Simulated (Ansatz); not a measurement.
Start from `CO[SiH](C)N` and change one atom or group to get `CO[SiH2]C`.

Ansatz, PBE0-D4/def2-TZVP geometries, multiplicity 1. Each molecule was computed in one conformer, which needn't be the lowest.

```json
{"property": "size of the dipole moment (B3LYP/def2-TZVPP) / D", "`CO[SiH](C)N`": "2.08"}
{"property": "HOMO–LUMO gap (PBE/def2-TZVPP) / eV", "`CO[SiH](C)N`": "6.00"}
{"property": "HOMO–LUMO gap (B3LYP/def2-TZVPP) / eV", "`CO[SiH](C)N`": "7.70"}
{"property": "LUMO energy (B3LYP/def2-TZVPP) / eV", "`CO[SiH](C)N`": "0.53"}
{"property": "size of the dipole moment (PBE/def2-TZVPP) / D", "`CO[SiH](C)N`": "2.04"}
{"property": "HOMO energy (B3LYP/def2-TZVPP) / eV", "`CO[SiH](C)N`": "-7.16"}
```

Q: What does the change do to each property? (Best estimate.)

A: The calculation gave: 
```json
{"property": "size of the dipole moment (B3LYP/def2-TZVPP) / D", "`CO[SiH2]C`": "1.44", "shift": "-0.64"}
{"property": "HOMO–LUMO gap (PBE/def2-TZVPP) / eV", "`CO[SiH2]C`": "6.43", "shift": "0.43"}
{"property": "HOMO–LUMO gap (B3LYP/def2-TZVPP) / eV", "`CO[SiH2]C`": "8.36", "shift": "0.66"}
{"property": "LUMO energy (B3LYP/def2-TZVPP) / eV", "`CO[SiH2]C`": "0.63", "shift": "0.10"}
{"property": "size of the dipole moment (PBE/def2-TZVPP) / D", "`CO[SiH2]C`": "1.41", "shift": "-0.63"}
{"property": "HOMO energy (B3LYP/def2-TZVPP) / eV", "`CO[SiH2]C`": "-7.73", "shift": "-0.57"}
```

Dipoles are sizes alone; their direction can turn.

B3LYP here is the variant with VWN-RPA as its local correlation; programs differ in this.
